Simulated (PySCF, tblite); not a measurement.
Species: C7H6F2.
Numbering: `[CH3:1][c:2]1[cH:3][c:4]([F:5])[cH:6][c:7]([F:8])[cH:9]1` (hydrogens: H10, H11, H12 on C1; H13 on C3; H14 on C6; H15 on C9)

Computed with GFN2-xTB (tblite), gas phase: Langevin dynamics at 300 K from the optimised GFN2-xTB geometry, time step 0.5 fs, friction 0.01 fs⁻¹, 2000 steps. Over the second half of the run the saved frames average 288 K.

Frame at 250 fs, instantaneous temperature 192 K:
```
atom  x, y, z in Å
C1      1.769   -0.210   -0.798
C2      0.328   -0.049   -0.377
C3     -0.402   -1.158   -0.275
C4     -1.758   -1.113   -0.016
F5     -2.601   -2.171   -0.046
C6     -2.338    0.066    0.412
C7     -1.542    1.230    0.355
F8     -2.093    2.388    0.746
C9     -0.174    1.154    0.039
H10     2.163   -1.145   -0.352
H11     2.260    0.670   -0.469
H12     1.795   -0.208   -1.922
H13     0.077   -2.088   -0.470
H14    -3.362    0.238    0.696
H15     0.380    2.146    0.031
```

Frame at 425 fs, instantaneous temperature 307 K:
```
atom  x, y, z in Å
C1      1.613    0.203   -1.008
C2      0.236    0.019   -0.385
C3     -0.405   -1.203   -0.453
C4     -1.623   -1.316    0.119
F5     -2.268   -2.531    0.159
C6     -2.280   -0.255    0.612
C7     -1.617    0.970    0.696
F8     -2.284    2.132    1.121
C9     -0.312    1.126    0.220
H10     2.387    0.019   -0.242
H11     1.771    1.233   -1.316
H12     1.798   -0.463   -1.833
H13     0.133   -2.066   -0.923
H14    -3.328   -0.340    0.934
H15     0.236    2.043    0.387
```

Frame at 625 fs, instantaneous temperature 357 K:
```
atom  x, y, z in Å
C1      1.421    0.883   -1.155
C2      0.092    0.617   -0.519
C3     -0.386   -0.669   -0.607
C4     -1.583   -0.965    0.004
F5     -2.102   -2.186   -0.105
C6     -2.307   -0.054    0.745
C7     -1.826    1.230    0.736
F8     -2.567    2.212    1.308
C9     -0.620    1.610    0.139
H10     1.603    1.970   -1.248
H11     1.500    0.459   -2.100
H12     2.283    0.456   -0.478
H13     0.068   -1.387   -1.231
H14    -3.193   -0.360    1.247
H15    -0.380    2.612    0.175
```

Frame at 800 fs, instantaneous temperature 275 K:
```
atom  x, y, z in Å
C1      1.813    0.453   -0.338
C2      0.335    0.286   -0.153
C3     -0.350   -0.899   -0.500
C4     -1.715   -1.018   -0.236
F5     -2.284   -2.125   -0.645
C6     -2.398    0.075    0.181
C7     -1.720    1.222    0.572
F8     -2.497    2.248    1.009
C9     -0.396    1.369    0.375
H10     2.023    0.566   -1.358
H11     2.387   -0.343    0.130
H12     2.090    1.337    0.293
H13     0.130   -1.748   -0.892
H14    -3.407    0.113    0.495
H15     0.055    2.364    0.642
```

Frame at 1000 fs, instantaneous temperature 273 K:
```
atom  x, y, z in Å
C1      2.030    0.563    0.361
C2      0.568    0.454    0.040
C3      0.169   -0.750   -0.489
C4     -1.197   -0.909   -0.652
F5     -1.610   -2.184   -0.950
C6     -2.200    0.027   -0.307
C7     -1.753    1.258    0.208
F8     -2.620    2.224    0.524
C9     -0.383    1.390    0.475
H10     2.635   -0.304    0.076
H11     2.097    0.634    1.464
H12     2.361    1.476   -0.065
H13     0.833   -1.581   -0.585
H14    -3.314   -0.083   -0.433
H15    -0.051    2.309    0.903
```

**Question.** What do single points at PBE0/pcSseg-1 (PySCF, gas phase) give on these frames?

**Answer.** 
| t (fs) | GFN2-xTB E above start (eV) | DFT E above lowest frame (eV) | HOMO (eV) | LUMO (eV) | dipole (D) |
| --- | --- | --- | --- | --- | --- |
| 250 | 0.50 | 0.21 | -7.33 | -0.44 | 2.05 |
| 425 | 0.34 | 0.05 | -7.54 | -0.54 | 2.34 |
| 625 | 0.31 | 0.00 | -7.33 | -0.55 | 1.96 |
| 800 | 0.49 | 0.19 | -7.33 | -0.60 | 2.00 |
| 1000 | 0.49 | 0.19 | -7.25 | -0.65 | 2.07 |

Both levels order the frames alike by energy; measured from each level's lowest frame they differ by 0.02 eV at most. The HOMO–LUMO gap runs from 6.60 to 7.00 eV. These are instantaneous structures, not minima.

**Question.** And the isotropic GIAO shieldings (ppm) from the same runs?

**Answer.** 
```
atom  250 fs  425 fs  625 fs  800 fs  1000 fs   mean  range
  C1   156.6   160.2   158.9   162.6    160.9  159.8    6.0
  C2    48.6    41.2    40.8    35.7     37.6   40.8   12.9
  C3    77.8    73.9    74.5    63.7     64.2   70.8   14.1
  C4    14.8    19.5    13.7    18.0      9.4   15.1   10.1
  F5   281.8   277.6   282.7   295.7    267.5  281.1   28.2
  C6    72.1    81.6    82.1    83.8     72.1   78.3   11.7
  C7     4.4     4.8     9.7    13.1      6.5    7.7    8.7
  F8   277.7   263.5   276.4   279.4    282.4  275.9   18.9
  C9    69.3    65.8    72.4    67.4     71.2   69.2    6.6
 H10    28.6    28.6    29.0    29.6     29.3   29.0    1.0
 H11    29.7    29.3    30.1    29.1     28.6   29.4    1.5
 H12    28.1    29.8    27.3    28.6     29.4   28.6    2.5
 H13    25.4    24.1    25.2    25.0     24.4   24.8    1.3
 H14    24.6    24.5    25.0    25.6     23.8   24.7    1.8
 H15    24.0    24.3    25.4    24.0     25.2   24.6    1.4
```

What follows is the cost of the whole dynamics run. Time: 18 s; peak memory 0.19 GiB. Hardware: one thread of an Intel Xeon Platinum 8259CL at 2.50 GHz, shared host.
